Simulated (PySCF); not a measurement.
Input file for PySCF: D3(BJ) and D4 dispersion corrections on Cl2Ge (SMILES [Cl][Ge][Cl]).

```python
from pyscf import gto
from pyscf.dispersion import dftd3, dftd4

mol = gto.M(
    atom='''
    Ge   -0.00000000    0.00000000   -0.94039818
    Cl    1.69428794    0.00000000    0.47019909
    Cl   -1.69428794   -0.00000000    0.47019909
    ''',
    basis='def2-svp',
    charge=0, spin=0, verbose=0, max_memory=1800)
d3, d4 = {}, {}
for xc in ['hf', 'pbe', 'blyp', 'revpbe', 'tpss', 'r2scan', 'b3lyp', 'pbe0', 'bhlyp', 'camb3lyp', 'b2plyp']:
    d3[xc] = float(dftd3.DFTD3Dispersion(mol, xc=xc, version='d3bj', atm=False).get_dispersion()['energy'])
    print(f'D3(BJ) {xc:10s} {d3[xc]:14.8f} Eh')
for xc in ['hf', 'pbe', 'blyp', 'revpbe', 'tpss', 'r2scan', 'b3lyp', 'pbe0', 'bhlyp', 'camb3lyp', 'b2plyp']:
    d4[xc] = float(dftd4.DFTD4Dispersion(mol, xc={'camb3lyp': 'cam-b3lyp'}.get(xc, xc), atm=True).get_dispersion()['energy'])
    print(f'D4     {xc:10s} {d4[xc]:14.8f} Eh')
```

Program output:

```
D3(BJ) hf            -0.02897394 Eh
D3(BJ) pbe           -0.00313186 Eh
D3(BJ) blyp          -0.00773148 Eh
D3(BJ) revpbe        -0.00710985 Eh
D3(BJ) tpss          -0.00424444 Eh
D3(BJ) r2scan        -0.00081911 Eh
D3(BJ) b3lyp         -0.00655839 Eh
D3(BJ) pbe0          -0.00299616 Eh
D3(BJ) bhlyp         -0.00614924 Eh
D3(BJ) camb3lyp      -0.00322160 Eh
D3(BJ) b2plyp        -0.00360089 Eh
D4     hf            -0.01127640 Eh
D4     pbe           -0.00355329 Eh
D4     blyp          -0.00763356 Eh
D4     revpbe        -0.00834294 Eh
D4     tpss          -0.00475236 Eh
D4     r2scan        -0.00070889 Eh
D4     b3lyp         -0.00594655 Eh
D4     pbe0          -0.00301125 Eh
D4     bhlyp         -0.00563566 Eh
D4     camb3lyp      -0.00316206 Eh
D4     b2plyp        -0.00242730 Eh
```

The run finished.

Cost: around 0.04 core-seconds (rough).
